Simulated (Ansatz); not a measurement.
Ansatz (an electronic-structure program) input:

Ansatz 0.2 input:
```yaml
crystal:
  periodic: [false, false, false]
  atoms:
    - {symbol: In, position_ang: [-0.00000000, -0.00000000, -0.60420182]}
    - {symbol: Cl, position_ang: [0.00000000, 0.00000000, 1.74152289]}
basis:
  gaussian:
    orbitals: def2-TZVPD
hamiltonian:
  xc: {name: wB97M-V}
total_charge: 1
magnetization: {spin_polarized: true, initial_magnetization: 1}
output: {forces: true}
```

**Question.** Which total energy does the run end on?

**Answer.** -650.00739 Eh (wB97M-V/def2-TZVPD). The basis has 102 functions.
